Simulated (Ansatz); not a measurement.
# A ladder of methods for GeSiNH7 (SMILES [SiH3][NH][GeH3])

GeSiNH7: 10 atoms, total charge 0, spin state singlet. As SMILES, `[SiH3][NH][GeH3]`. The shape is that of a PBE0-D4/def2-TZVP optimisation.

```
atom    x (Å)    y (Å)    z (Å)
  Si  -1.1468   0.5222  -0.9456
   N   0.4614   0.3191  -0.3757
  Ge   1.0201  -0.6758   1.0662
   H  -1.9237  -0.6685  -0.5129
   H  -1.1602   0.6272  -2.4305
   H  -1.8355   1.7358  -0.4161
   H   1.1591   0.9529  -0.7365
   H  -0.0189  -1.7874   1.2624
   H   1.1199   0.1804   2.3456
   H   2.4078  -1.2572   0.7459
```

Each level gives the electronic atomisation energy (eV). The values are calculated. Electronic energies at fixed atoms, without zero-point motion or spin-orbit coupling.

```csv
level,kind,program,value (eV),less CCSD(T)/def2-SVP
BLYP/def2-SVP,GGA,Ansatz,29.47,+1.14
PBE/def2-SVP,GGA,Ansatz,29.76,+1.43
BHLYP/def2-SVP,global hybrid,Ansatz,29.50,+1.17
CAM-B3LYP/def2-SVP,range-separated hybrid,Ansatz,30.20,+1.87
wB97M-V/def2-SVP,range-separated hybrid,Ansatz,30.50,+2.17
wB97X/def2-SVP,range-separated hybrid,Ansatz,30.27,+1.94
CCSD(T)/def2-SVP,coupled cluster or CI,Ansatz,28.33,0.00
CCSD/def2-SVP,coupled cluster or CI,Ansatz,28.11,-0.22
```

CCSD(T)/def2-SVP is the highest level here, not the true value. All-electron rows without a relativistic Hamiltonian named are non-relativistic. The values span 28.11 to 30.50 eV. In the correlated wave-function rows the outer d shell of Ge is correlated, in sets not made for it.
